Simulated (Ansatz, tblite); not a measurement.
Forces on FeMe2 (C₂H₆Fe) at its PBE0-D4/def2-TZVP geometry. Total charge 0; quintet.

The xTB rows come from tblite.

GFN1-xTB (tblite), largest force 0.98 eV/Å:

```xyz
9
positions Å, forces eV/Å
Fe    0.082    0.028   -0.075    0.707    0.240   -0.641
C    -1.391    0.775   -1.252   -0.520   -0.051    0.228
H    -2.355    0.302   -1.033   -0.005    0.036   -0.016
H    -1.191    0.616   -2.318    0.195   -0.108    0.113
H    -1.524    1.854   -1.109    0.087   -0.059    0.096
C     1.398   -0.773    1.245   -0.247   -0.203    0.473
H     1.624   -0.079    2.064   -0.081    0.015   -0.057
H     2.353   -1.035    0.776   -0.143    0.098   -0.208
H     1.003   -1.689    1.701    0.007    0.031    0.013
```

GFN2-xTB (tblite), largest force 1.22 eV/Å:

```
Fe 0.380 0.129 -0.344
C -1.019 0.393 -0.545
H 0.088 0.004 0.027
H 0.118 -0.059 0.149
H 0.097 -0.111 0.071
C 0.613 -0.519 0.920
H -0.091 0.000 -0.116
H -0.159 0.083 -0.100
H -0.028 0.080 -0.063
```

PBE-D4/def2-TZVP (Ansatz), largest force 0.37 eV/Å:

```
Fe 0.175 0.060 -0.158
C 0.157 -0.156 0.300
H -0.216 -0.104 0.055
H 0.106 -0.069 -0.219
H 0.000 0.225 0.064
C -0.333 0.113 -0.130
H 0.020 0.164 0.161
H 0.188 -0.035 -0.173
H -0.097 -0.198 0.100
```
